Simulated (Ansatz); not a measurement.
Born–Oppenheimer molecular dynamics of CH$_{2}$I (4 atoms, charge 0, multiplicity 2). It starts from a relaxed structure.

Level of theory: UKS revPBE-D4/def2-SVP (Ansatz 0.2.0).

- ensemble: NVE (velocity Verlet)
- time step: 0.5 fs
- steps asked: 250
- starting velocities drawn for: 1000 K
- masses: H 2.014 u
- seed: 847182

Frames 5 fs apart, positions in Å, forces in eV/Å.

Velocities at 40 fs (Å/ps):

```
C -6.95 -1.01 6.13
I 0.22 0.19 0.06
H 12.29 -0.84 -20.11
H 15.15 -4.87 -20.46
```

```xyz
4
Properties=species:S:1:pos:R:3:forces:R:3 time_fs=40 energy_less_start_eV=0.076 T=707
C -0.066 -0.200 -0.221 -0.65 0.20 -0.55
I 0.627 1.099 1.289 -0.15 -0.48 -0.41
H -0.865 0.246 -0.915 1.03 -0.69 0.85
H 0.254 -1.283 -0.241 -0.24 0.97 0.11
4
Properties=species:S:1:pos:R:3:forces:R:3 time_fs=45 energy_less_start_eV=0.037 T=856
C -0.104 -0.206 -0.196 0.40 -0.42 0.21
I 0.628 1.099 1.288 -0.20 -0.51 -0.50
H -0.754 0.211 -0.969 -0.14 0.25 -0.06
H 0.313 -1.238 -0.331 -0.06 0.67 0.35
4
Properties=species:S:1:pos:R:3:forces:R:3 time_fs=50 energy_less_start_eV=0.079 T=695
C -0.138 -0.218 -0.167 -0.09 0.81 0.40
I 0.628 1.099 1.287 -0.21 -0.42 -0.44
H -0.650 0.202 -1.026 -0.45 0.62 -0.23
H 0.375 -1.132 -0.384 0.75 -1.00 0.27
4
Properties=species:S:1:pos:R:3:forces:R:3 time_fs=55 energy_less_start_eV=0.134 T=484
C -0.170 -0.218 -0.135 0.62 -0.20 -1.73
I 0.628 1.097 1.286 -0.17 -0.16 -0.15
H -0.592 0.253 -1.091 0.15 -0.23 1.26
H 0.497 -1.100 -0.397 -0.59 0.58 0.63
4
Properties=species:S:1:pos:R:3:forces:R:3 time_fs=60 energy_less_start_eV=0.134 T=482
C -0.190 -0.220 -0.130 1.43 -0.28 -0.21
I 0.628 1.096 1.284 -0.22 0.00 0.07
H -0.530 0.291 -1.036 -0.52 0.19 -0.13
H 0.564 -1.025 -0.343 -0.69 0.08 0.27
4
Properties=species:S:1:pos:R:3:forces:R:3 time_fs=65 energy_less_start_eV=0.203 T=217
C -0.186 -0.225 -0.131 0.11 1.33 0.69
I 0.628 1.094 1.282 -0.19 0.17 0.31
H -0.523 0.347 -0.988 -0.56 0.04 -0.57
H 0.569 -0.957 -0.262 0.64 -1.54 -0.43
4
Properties=species:S:1:pos:R:3:forces:R:3 time_fs=70 energy_less_start_eV=0.191 T=264
C -0.174 -0.209 -0.122 0.97 0.21 -0.68
I 0.627 1.093 1.280 -0.02 0.41 0.57
H -0.575 0.398 -0.991 0.18 -0.97 0.53
H 0.606 -1.024 -0.223 -1.12 0.35 -0.41
4
Properties=species:S:1:pos:R:3:forces:R:3 time_fs=75 energy_less_start_eV=0.085 T=670
C -0.145 -0.188 -0.123 0.78 -0.58 -0.06
I 0.626 1.092 1.280 0.14 0.50 0.62
H -0.617 0.351 -0.953 -0.15 -0.29 -0.27
H 0.535 -1.073 -0.233 -0.76 0.37 -0.29
4
Properties=species:S:1:pos:R:3:forces:R:3 time_fs=80 energy_less_start_eV=0.050 T=808
C -0.103 -0.173 -0.127 -0.59 0.59 -0.20
I 0.625 1.093 1.281 0.26 0.43 0.54
H -0.676 0.267 -0.938 -0.33 0.22 -0.29
H 0.388 -1.104 -0.277 0.66 -1.24 -0.05
4
Properties=species:S:1:pos:R:3:forces:R:3 time_fs=85 energy_less_start_eV=0.111 T=573
C -0.070 -0.156 -0.138 -0.66 -1.66 -1.86
I 0.625 1.094 1.282 0.29 0.35 0.49
H -0.763 0.203 -0.947 0.40 0.17 0.70
H 0.290 -1.222 -0.319 -0.03 1.14 0.67
4
Properties=species:S:1:pos:R:3:forces:R:3 time_fs=90 energy_less_start_eV=0.069 T=732
C -0.050 -0.165 -0.181 -0.30 -0.83 -0.71
I 0.625 1.096 1.285 0.07 -0.07 0.07
H -0.817 0.164 -0.890 -0.12 0.50 0.06
H 0.203 -1.243 -0.291 0.35 0.40 0.57
4
Properties=species:S:1:pos:R:3:forces:R:3 time_fs=95 energy_less_start_eV=0.046 T=823
C -0.035 -0.187 -0.238 -0.14 1.40 0.26
I 0.626 1.098 1.288 -0.11 -0.42 -0.35
H -0.881 0.179 -0.821 -0.21 0.21 -0.19
H 0.156 -1.236 -0.196 0.45 -1.19 0.29
```

Of the whole run (125 fs, mean temperature of the second half 522 K): The conserved energy stayed within 0.18 meV per atom of its start (net change 0.1 meV per atom), so the integration is sound. Over the second half the temperature averaged 0.52 of the 1000 K drawn at the start: a run that starts near a minimum puts about half its kinetic energy into the potential. A run of 0.12 ps of so small a system gives no equilibrium averages.

The run took 9.4 min on 1 thread of Arm Neoverse N1 (shared host), peak memory 0.1 GiB.
